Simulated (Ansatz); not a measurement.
`CNCS[SiH3]`. Total charge 0; spin multiplicity 1. All single points use the PBE0-D4/def2-TZVP geometry. It is one conformer, not always the lowest.

```xyz
14

C     0.781    1.403    1.759
N     0.323    1.619    0.404
C     0.241    0.464   -0.408
S    -1.015   -0.797    0.205
Si   -0.936   -2.152   -1.421
H     1.781    0.963    1.734
H     0.135    0.736    2.346
H     0.852    2.362    2.273
H    -0.542    2.142    0.384
H    -0.053    0.738   -1.422
H     1.209   -0.039   -0.435
H     0.415   -2.760   -1.562
H    -1.256   -1.465   -2.703
H    -1.936   -3.214   -1.153
```

Q: What is the dipole moment at PBE/def2-TZVPP? (Estimate.)

A: The calculation gave: 1.29 D, with components (0.59, 1.15, 0.07) D in this frame, pointing from negative to positive charge.

Q: And with r2SCAN, B3LYP, ωB97M-V? (An estimate is asked.)

A: The calculation gave: r2SCAN 1.29 D, B3LYP 1.11 D, ωB97M-V 1.00 D.

Q: Give the Mulliken charges with PBE, B3LYP, r2SCAN in def2-TZVPP. (Best estimate.)

A: Computed: 
```csv
atom,PBE,B3LYP,r2SCAN
C1,-0.18,-0.17,-0.05
N2,-0.21,-0.24,-0.27
C3,-0.07,-0.07,0.06
S4,-0.26,-0.27,-0.31
Si5,0.22,0.29,0.31
H6,0.09,0.09,0.05
H7,0.09,0.10,0.07
H8,0.09,0.10,0.05
H9,0.14,0.13,0.13
H10,0.13,0.13,0.09
H11,0.11,0.11,0.08
H12,-0.05,-0.07,-0.07
H13,-0.06,-0.07,-0.08
H14,-0.04,-0.05,-0.06
```

B3LYP here is the variant with VWN-RPA as its local correlation; programs differ in this.
